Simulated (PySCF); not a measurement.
**Ti+ (titanium, charge +1) across methods**

[Ar] 3d2 4s1, high-spin 4F determinant. All numbers are calculated (PySCF 2.14, no relativity, point nucleus, in def2-TZVPPD (6s6p4d2f1g, 67 functions)).

| method | E (hartree) | mean ε 3p β (eV) | mean ε 3d α (eV) | mean ε 4s α (eV) | Σ⟨r²⟩ (bohr²) | ⟨S²⟩ |
| --- | --- | --- | --- | --- | --- | --- |
| r2SCAN0 | -849.060 | -47.960 | -14.823 | -11.578 | 28.78 | 3.751 |
| PBEsol | -847.902 | -44.851 | -12.613 | -10.857 | 28.90 | 3.750 |
| r2SCAN | -849.065 | -45.696 | -13.129 | -10.981 | 28.83 | 3.751 |
| BHandHLYP | -849.103 | -49.748 | -16.217 | -11.935 | 28.82 | 3.751 |
| B3LYP | -849.117 | -46.916 | -14.143 | -11.354 | 28.81 | 3.751 |
| PBE0 | -848.904 | -47.426 | -14.488 | -11.437 | 28.88 | 3.751 |
| PBE | -848.860 | -44.892 | -12.693 | -10.816 | 28.95 | 3.750 |
| UHF | -848.19410 | -53.779 | -19.426 | -12.940 | 29.29 | 3.753 |

Question: Estimate the same row for LDA.

Answer: E (hartree) = -847.026; mean ε 3p β (eV) = -44.992; mean ε 3d α (eV) = -12.669; mean ε 4s α (eV) = -11.034; Σ⟨r²⟩ (bohr²) = 28.82; ⟨S²⟩ = 3.750.
